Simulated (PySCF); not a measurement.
**One molecule, a ladder of functionals, a line**

Molecule: `C(C(=O)O)[SiH3]`, C2H6O2Si.

Structure with atom numbers: `[O:1]=[C:2]([OH:3])[CH2:4][SiH3:5]`. Hydrogens are named by the atom that carries them.

GIAO shieldings (ppm, equivalent atoms averaged) in PySCF 2.14.0 with density-fitted response routines on the PBE0-D3(BJ)/def2-SVP geometry, basis pcSseg-2, gas phase, non-relativistic:

```csv
functional,exact exchange (%),σ(O3),σ(Si5)
BLYP,0,103.1,376.2
BP86,0,105.4,386.7
PBE,0,105.3,388.4
PBE0,25,118.0,403.4
mPW1PW91,25,117.5,401.7
BHandHLYP,50,128.1,407.0
HF,100,150.6,439.7
```

**Question.** Fit each shielding as a line in the percentage of exact exchange.

**Answer.** σ(O3) = 105.1 + 0.46 x (rms 1.0 ppm); σ(Si5) = 384.9 + 0.54 x (rms 4.7 ppm). The functionals also differ in their semilocal parts, which the line can't hold; Hartree–Fock has no correlation at all.

**Question.** What does the line predict for B3LYP (20 %), and what does the run give?

**Answer.** σ(O3): 114.3 predicted, 113.5 computed; σ(Si5): 395.7 predicted, 388.7 computed ppm.
